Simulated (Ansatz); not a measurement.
Start from `CCCCCCCC` and change one atom or group to get `CCCCCCCCO`.

Ansatz, PBE0-D4/def2-TZVP geometries, multiplicity 1. Each molecule was computed in one conformer, which needn't be the lowest.

| property | `CCCCCCCC` |
| --- | --- |
| HOMO–LUMO gap (PBE0/def2-TZVPP) / eV | 9.60 |
| HOMO energy (PBE/def2-TZVPP) / eV | -7.16 |
| size of the dipole moment (B3LYP/def2-TZVPP) / D | 0.11 |
| HOMO energy (PBE0/def2-TZVPP) / eV | -8.50 |
| size of the dipole moment (ωB97M-V/def2-TZVPP) / D | 0.11 |
| HOMO energy (ωB97M-V/def2-TZVPP) / eV | -10.78 |

Question: What does the change do to each property? (An estimate is asked.)

Answer: Computed: 
| property | `CCCCCCCCO` | shift |
| --- | --- | --- |
| HOMO–LUMO gap (PBE0/def2-TZVPP) / eV | 8.83 | -0.77 |
| HOMO energy (PBE/def2-TZVPP) / eV | -6.11 | 1.05 |
| size of the dipole moment (B3LYP/def2-TZVPP) / D | 1.84 | 1.73 |
| HOMO energy (PBE0/def2-TZVPP) / eV | -7.75 | 0.75 |
| size of the dipole moment (ωB97M-V/def2-TZVPP) / D | 1.84 | 1.73 |
| HOMO energy (ωB97M-V/def2-TZVPP) / eV | -10.20 | 0.58 |

Dipoles are sizes alone; their direction can turn.

B3LYP here is the variant with VWN-RPA as its local correlation; programs differ in this.
